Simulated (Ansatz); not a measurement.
Ideal-gas functions of `F[SiH](F)S` at 298.15 K and 1 bar, from an Ansatz frequency run at PBE0-D4/def2-TZVP.

Molar mass 100.16 g/mol, point group Cs (symmetry number 1), electronic degeneracy 1, moments of inertia 72.223, 155.113, 203.464 u Å². Harmonic wavenumbers (cm⁻¹, unscaled): 122, 239, 265, 342, 529, 700, 816, 848, 915, 956, 2312, 2700.

Use S(trans) = R[1.5 ln M + 2.5 ln T − 1.1517]; rotational temperatures θ = 24.2544 K / I; S(rot) = R[ln(√π/σ · √(T³/θAθBθC)) + 1.5]; for each mode x = 1.438777 ν̃/T, S = R[x/(eˣ − 1) − ln(1 − e⁻ˣ)] and H = RT x/(eˣ − 1); 1 cm⁻¹ = 0.0119627 kJ/mol; R = 8.31446 J/(mol·K).

**Question.** By hand: the entropy, in J/(mol·K).

**Answer.** Translation 166.3. Rotation: θ = 0.3358, 0.1564, 0.1192 K, giving 109.4. Vibration, mode by mode: 12.84, 7.57, 6.81, 5.03, 2.47, 1.28, 0.81, 0.72, 0.55, 0.47, 0.00, 0.00, in all 38.6. Electronic 0.0. Sum 314.3 J/(mol·K).

**Question.** By hand: H − E and G − E in kJ/mol, counted from the electronic energy.

**Answer.** Zero-point energy ½ × 10744 × 0.0119627 = 64.3; thermal vibration 6.8; translation, rotation and pV give 4 RT = 9.9. H − E = 81.0 kJ/mol, and G − E = 81.0 − 298.15 × 314.3/1000 = -12.7 kJ/mol.

Vibration gives 12 % of the entropy, 12.8 J/(mol·K) of it from the mode under 150 cm⁻¹: soft modes count most, and the harmonic formula is weakest for them. The sum counts one conformer and one mirror image; others add a mixing term.
